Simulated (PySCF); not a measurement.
Computed Raman spectrum (relative Raman activity) of a molecule CH₅Cl₂NSi. Coordinates come from a PBE0-D3(BJ)/def2-SVP optimisation. Other conformers were not sampled. All values below come from PBE0-D3(BJ)/def2-SVP (PySCF 2.14.0). Frequencies are harmonic and unscaled.

ν (cm⁻¹): 256 (vw), 288 (vw), 483 (w), 722 (w), 756 (vw), 917 (vw), 1421 (w), 1424 (w), 1537 (vw), 3066 (vs), 3172 (s), 3186 (s), 3606 (vs), 3707 (s) (against the strongest line: vs over 80 %, s over 45 %, m over 15 %, w over 4 %, vw less)

Which molecule gave these data?
(A) C[Si](N)(Cl)Cl
(B) NC[SiH](Cl)Cl
(C) CN[SiH](Cl)Cl

A, C[Si](N)(Cl)Cl
